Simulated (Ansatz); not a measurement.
Geometry optimisation, RKS B3LYP-D4/def2-SVP (Ansatz 0.2.0).

The input (input.yaml):

```yaml
crystal:
  periodic: [false, false, false]
  atoms:
    - { symbol: O, position_ang: [0.6122, 1.4261, -0.4316] }
    - { symbol: C, position_ang: [0.459, 0.4029, 0.4585] }
    - { symbol: F, position_ang: [1.6987, -0.0328, 0.7699] }
    - { symbol: Al, position_ang: [-0.4718, -1.0989, -0.371] }
    - { symbol: H, position_ang: [-0.3225, 1.9071, -0.4754] }
    - { symbol: H, position_ang: [-0.0518, 0.7455, 1.3901] }
    - { symbol: H, position_ang: [-0.7529, -2.454, 0.4623] }
    - { symbol: H, position_ang: [-1.0787, -0.9531, -1.8586] }
basis:
  gaussian: { orbitals: def2-SVP }
hamiltonian:
  xc: b3lyp
  dispersion: d4
relax:
  f_tol: 0.015
  max_steps: 40
```

Run as:

```bash
$ ansatz run input.yaml --threads 1 --pin off --max-ram 2048MiB --backend cpu --events-out ev --progress --plain --runs-dir out
```

**Question.** Where does it end, and by what steps?

**Answer.** It converged. After 30 steps the energy has fallen by 0.768 eV; H7 moved furthest, 1.71 Å. Joined: O1–Al4 (2.75 → 2.00 Å).

```csv
step,energy less start (eV),largest force component (eV/Å),accepted
0,0.0000,3.113,yes
2,-0.3226,0.349,yes
4,-0.3170,1.500,no
6,-0.3675,0.554,yes
8,-0.4711,0.559,yes
10,-0.5623,1.021,yes
12,-0.5997,0.123,yes
14,-0.6029,0.086,yes
16,-0.6123,0.088,yes
18,-0.6210,0.158,yes
20,-0.6401,0.375,yes
22,-0.6602,0.202,yes
24,-0.6755,1.086,yes
26,-0.7375,0.862,yes
28,-0.7648,0.114,yes
30,-0.7678,0.008,yes
```

```xyz
8
Properties=species:S:1:pos:R:3
O 0.515 0.687 -0.559
C 0.033 0.402 0.789
F 1.100 0.334 1.642
Al -0.462 -1.054 -0.465
H 0.857 1.571 -0.762
H -0.616 1.228 1.126
H 0.538 -2.263 -0.648
H -1.873 -0.962 -1.179
```

Time of the run: 2.7 min on 1 thread of Arm Neoverse N1 (shared host), peak memory 0.15 GiB.
